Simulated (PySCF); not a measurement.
Species: (FAlS)3 ring, Al3F3S3.
Bonds: Al1–F2, Al1–S3, Al1–S9, S3–Al4, Al4–F5, Al4–S6, S6–Al7, Al7–F8, Al7–S9.

The closed-shell ground state was solved at several levels (PySCF, density fitting, gas phase, non-relativistic). Geometry: PBE0-D3(BJ)/def2-SVP, one conformer, isolated molecule.

```json
{"level": "CAM-B3LYP/def2-SVPD", "basis functions": "222", "total energy (Eh)": "-2221.0986", "HOMO (eV)": "-10.02", "LUMO (eV)": "-1.24", "gap (eV)": "8.78", "dipole (D)": "0.16"}
{"level": "PBE/pcSseg-1 (pcSseg-2 on Al)", "basis functions": "252", "total energy (Eh)": "-2220.7170", "HOMO (eV)": "-7.60", "LUMO (eV)": "-2.70", "gap (eV)": "4.90", "dipole (D)": "0.12"}
{"level": "B3LYP/pcSseg-1 (pcSseg-2 on Al)", "basis functions": "252", "total energy (Eh)": "-2222.0183", "HOMO (eV)": "-8.52", "LUMO (eV)": "-2.11", "gap (eV)": "6.41", "dipole (D)": "0.13"}
```

What might PBE0/pcSseg-1 (pcSseg-2 on Al) (252 basis functions) give for the same quantities?

Total energy -2220.8639 Eh, HOMO -8.84 eV, LUMO -1.91 eV, gap 6.93 eV, dipole 0.13 D.

Over all these levels, which gives the widest orbital gap and which the narrowest?

CAM-B3LYP/def2-SVPD (range-separated hybrid) has the widest, 8.78 eV, and PBE/pcSseg-1 (pcSseg-2 on Al) (GGA) the narrowest, 4.90 eV. Functional and basis both differ between the two, so the spread mixes both effects.

In the pcSseg-1 (pcSseg-2 on Al) basis, how does the gap go with the fixed share of exact exchange?

PBE (0 %) 4.90 eV; B3LYP (20 %) 6.41 eV; PBE0 (25 %) 6.93 eV. Each rise in the share widens the gap here.

How far do the dipole and the HOMO energy spread over the levels?

The dipole runs from 0.12 to 0.16 D (mean 0.13 D) and the HOMO from -10.02 to -7.60 eV.
